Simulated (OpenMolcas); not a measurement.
neutral silicon: RASPT2 settings compared

| Property | Result |
| --- | --- |
| Program | OpenMolcas |
| Basis | ANO-RCC-VTZP [5s4p2d1f] |
| Scalar Hamiltonian | DKH2, point nucleus |
| Active space | 4 electrons in 9 orbitals (RAS2 3s 3p; RAS3 3d, at most 2 electrons) |
| State averaging | 2S+1 = 3 even, 3 roots; 2S+1 = 1 even, 6 roots kept (CI in the orbitals of an earlier block); 2S+1 = 5 odd, 1 root; 2S+1 = 3 odd, 5 roots kept (CI in the orbitals of an earlier block, 0 in the spin-orbit step) |
| Spin-orbit coupling | RASSI with atomic mean-field integrals over the reference wave functions, term energies averaged over their components |

Methods on the same reference wave functions:
A. RASSCF
B. SS-RASPT2, IPEA 0.5 Eh, imaginary shift 0.05 Eh (closed shells correlated: 2s 2p)
C. SS-RASPT2, IPEA 0.5 Eh, sigma2 regulariser 0.05 Eh (closed shells correlated: 2s 2p)
D. XMS-RASPT2, IPEA 0.15 Eh, no level shift (closed shells correlated: none)

Energies in cm-1 above 3s2 3p2 3P0, the measured ground level; measured values from NIST Handbook of Basic Atomic Spectroscopic Data.

| Level | A | B | C | D | Measured |
| --- | --- | --- | --- | --- | --- |
| 3s2 3p2 3P0 | 0.0 | 0.0 | 0.0 | 0.0 | 0.0 |
| 3s2 3p2 3P1 | 66.9 | 67.3 | 67.3 | 67.3 | 77.1 |
| 3s2 3p2 3P2 | 196 | 196 | 196 | 196 | 223 |
| 3s2 3p2 1D2 | 8796 | 6730 | 6730 | 6470 | 6299 |
| 3s2 3p2 1S0 | 19813 | 16120 | 16120 | 15790 | 15394 |
| 3s 3p3 5S* 2 | 29112 | 31390 | 31390 | 31170 | 33326 |

Deviations, from unrounded energies. A percentage is the sum of absolute deviations over the sum of measured energies, with the sign that they share, or ± where signs differ.

```csv
Against measurement,Levels,A,B,C,D
mean absolute deviation (cm-1),5,2200,630,630,550
fine structure of the ground term (%),2,-12.4,-12.2,-12.2,-12.2
other terms of the ground configuration (%),2,+31.9,+5.4,+5.3,+2.6
other configurations (%),1,-12.6,-5.8,-5.8,-6.5
```

D lies closest to measurement on these levels and A furthest from it. The largest miss of D in the table is 3s 3p3 5S* 2, by -2200 cm-1. The ranking rests on the paired levels alone, and a cruder setting can come out closer through cancelling errors.

Among B to D the level of the table that moves most is 3s2 3p2 1S0, by 330 cm-1 (lowest in D, highest in B). Moves below CASPT2's spread within the term are not significant.

From A to B the spin-free energies of the other terms of 3s2 3p2 shown, above 3P, scale by factors of 0.76 to 0.81.

The lowest spin-free term lies below A's lowest term by 0.037 hartree in B, 0.037 hartree in C, 0.019 hartree in D.

CASPT2 breaks the degeneracy within a term, and the mean is taken; among the terms shown or strongly mixed into the levels shown the widest spread is 54 cm-1 (3s2 3p2 1D, C). Terms from blocks run as CI alone lack orbitals of their own. Active for correlation alone: 3d; no level in the range computed is led by a configuration that fills it, so any true level of that kind is missing. Without dynamic correlation excited terms often stand tens of per cent too high (terms of higher spin than the ground term too low), and those without a measured partner can miss by more than the paired ones (holds for A). Measured partners are found by configuration, term and J. A level has none where our copy of the source lacks it or the pairing is in doubt (some pairs that miss far off the trend of their configuration count as doubtful), and it then counts in no deviation. Levels of configurations outside the active space are missing.

* marks odd parity.
